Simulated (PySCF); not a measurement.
# AsC: from constants to spectrum

ROHF-CCSD(T) constants of AsC, ²Σ⁺ (doublet), unpaired electrons σ ↑ (As x2c-TZVPPall, C x2c-TZVPPall; spin-free X2C with a Gaussian nucleus (PySCF 2.14); masses 74.9216 and 12.0000 u):

```
ωe              : 1013.0 cm⁻¹
ωexe            : 5.15 cm⁻¹
Be              : 0.57287 cm⁻¹
αe              : 0.00392 cm⁻¹
D (centrifugal) : 7.33e-07 cm⁻¹
De to As + C    : 4.28 eV
```

(1) Give the vibrational terms G(v) and spacings up to v = 6.

(2) How well does the Morse estimate ωe²/(4ωexe) reproduce De, and what is D0?

Correlated steps freeze 10 core orbitals. Spin–orbit coupling is left out. The state was picked by a PBE0 search and need not be the measured ground state.

## Answers

(1) G(v) = ωe(v+½) − ωexe(v+½)².

| v | G(v) (cm⁻¹) | G(v) − G(v−1) | Bv (cm⁻¹) |
| --- | --- | --- | --- |
| 0 | 505.2 |  | 0.5709 |
| 1 | 1507.9 | 1002.7 | 0.5670 |
| 2 | 2500.3 | 992.4 | 0.5631 |
| 3 | 3482.4 | 982.1 | 0.5592 |
| 4 | 4454.2 | 971.8 | 0.5552 |
| 5 | 5415.7 | 961.5 | 0.5513 |
| 6 | 6366.9 | 951.2 | 0.5474 |

(2) It gives 6.18 eV, 144 % of the computed De. D0 = De − G(0) = 4.28 − 0.06 = 4.22 eV.
